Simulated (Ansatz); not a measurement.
Relaxation of C3H7NSi (12 atoms, charge 0, multiplicity 1), to a largest force component of 0.015 eV/Å in at most 40 steps.

All numbers below come from RKS B3LYP/6-31G in Ansatz.

```xyz
12
Properties=species:S:1:pos:R:3:forces:R:3
N -1.793 -0.656 -0.518 -6.85 -2.02 -3.93
C -0.690 -0.241 -0.062 6.77 2.37 0.59
C -0.179 -0.123 1.165 1.89 0.53 2.35
Si 1.594 0.494 0.665 -2.83 -0.08 0.80
C 0.549 0.233 -0.927 -0.94 0.50 -0.26
H -2.071 -0.616 -1.522 0.75 0.03 1.25
H -2.583 -0.910 0.068 0.43 0.02 0.14
H -0.530 -0.312 2.152 -0.92 -0.34 0.46
H 1.790 1.910 1.101 0.61 0.13 -0.11
H 2.616 -0.491 0.941 1.16 -0.36 0.10
H 0.962 -0.511 -1.562 0.22 -0.85 -0.99
H 0.412 1.168 -1.467 -0.30 0.07 -0.39
```

Q: Where does it end, and by what steps?

A: It converged. Limits of this set-up: no polarisation functions. After 7 steps the energy has fallen by 0.933 eV; H8 moved furthest, 0.20 Å.

```csv
step,energy less start (eV),largest force component (eV/Å),accepted
0,0.0000,6.848,yes
1,-0.8468,2.124,yes
2,-0.9216,0.583,yes
3,-0.9020,0.679,no
4,-0.9324,0.123,yes
5,-0.9324,0.102,yes
6,-0.9330,0.027,yes
7,-0.9330,0.004,yes
```

```xyz
12
Properties=species:S:1:pos:R:3
N -1.826 -0.612 -0.543
C -0.614 -0.219 -0.033
C -0.173 -0.143 1.264
Si 1.525 0.482 0.739
C 0.535 0.236 -0.940
H -1.992 -0.611 -1.535
H -2.575 -0.908 0.060
H -0.714 -0.386 2.169
H 1.941 1.896 1.060
H 2.742 -0.391 0.924
H 0.908 -0.542 -1.616
H 0.320 1.143 -1.516
```

Run time: 34 s on 1 thread of Arm Neoverse V1, on a shared host, peak memory 0.14 GiB.
